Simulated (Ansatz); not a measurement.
Reaction (formal exchange of groups at the Se–B bond): `C[Se]BF` + `[GaH3]` → `C[Se][GaH2]` + `BF`

Gas-phase electronic energies from Ansatz, PBE0-D4/def2-TZVP geometries. CBS: MP2 limit from def2 TZ/QZ plus the TZ coupled-cluster correction, frozen cores. This one scheme is used for every species. For Ga, Se outer-core shells are correlated without core-valence functions, which leaves a few kJ/mol of doubt a bond. Scalar relativity is left out up to krypton. One conformer a species, not always the lowest.

```
      species  CCSD(T)/CBS(def2) energy (Eh)
    `C[Se]BF`                    -2565.82397
     `[GaH3]`                    -1925.70545
`C[Se][GaH2]`                    -4365.72567
         `BF`                     -125.82039
```

(1) Work out ΔE.

Largest T1 diagnostic among the species: 0.013.

Results:

(1) ΔE = (-4365.72567) + (-125.82039) − (-2565.82397) − (-1925.70545) = -0.01664 Eh = -0.45 eV.

From BLYP to BHLYP (50 % exact exchange), in def2-TZVPP and without D4, ΔE moves by −0.05 eV. Leaving LDA and LC-ωPBE aside and taking each functional with its dispersion term where it has one, the values, not all of them listed here, spread over 0.24 eV, from BHLYP-D4 to B97M-V. LDA lies +0.07 eV from PBE without D4. At CCSD(T), def2-SVP lies +0.07 eV from the extrapolated value and def2-TZVPP +0.04 eV.
